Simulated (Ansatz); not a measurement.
Basis sets compared for trans-PtH2(PF3)2 (P2PtH2F6). Charge 0, multiplicity 1. Geometry PBE-D4/def2-SVP. Ansatz on 4 threads of Intel Xeon Platinum 8488C on a shared host; times are rough, and most runs start from earlier orbitals.

```
atom   x (Å)   y (Å)   z (Å)
  F1   2.036  -2.542   0.008
  F2   0.281  -2.897  -1.621
  F3  -0.212  -3.182   0.728
  F4   0.316   3.173  -0.648
  F5  -0.394   2.875   1.647
  F6  -2.001   2.581  -0.134
  P7   0.513  -2.142  -0.236
  P8  -0.515   2.141   0.237
 Pt9  -0.007  -0.002   0.006
 H10   0.477  -0.205   1.581
 H11  -0.494   0.200  -1.568
```

In the def2 sets Pt takes a core potential; there is no spin–orbit coupling. No other spin state of charge 0 was run. Another isomer (singlet) lies 0.27 eV lower at PBE0-D4/def2-TZVP; other spin states weren't run for this one.

Binding counts from free atoms (F doublet, P quartet, Pt triplet, H doublet) in the same basis, without a counterpoise term.

```
           level  functions  energy (Eh)  HOMO (eV)  LUMO (eV)  binding per atom (eV)  wall time
 PBE-D4/def2-SVP        162   -1401.0411      -6.72      -2.96                   3.79      1.2 s
PBE0-D4/def2-SVP        162   -1401.0218      -7.90      -2.35                   3.55      2.2 s
```

(1) Estimate the rows for PBE-D4/def2-TZVP (with forces), PBE0-D4/def2-TZVP.

## Answers

(1) 
```tsv
level	functions	energy (Eh)	HOMO (eV)	LUMO (eV)	binding per atom (eV)	wall time
PBE-D4/def2-TZVP (with forces)	312	-1402.1015	-6.91	-3.27	3.91	3.1 s
PBE0-D4/def2-TZVP	312	-1402.0818	-8.04	-2.55	3.70	5.5 s
```
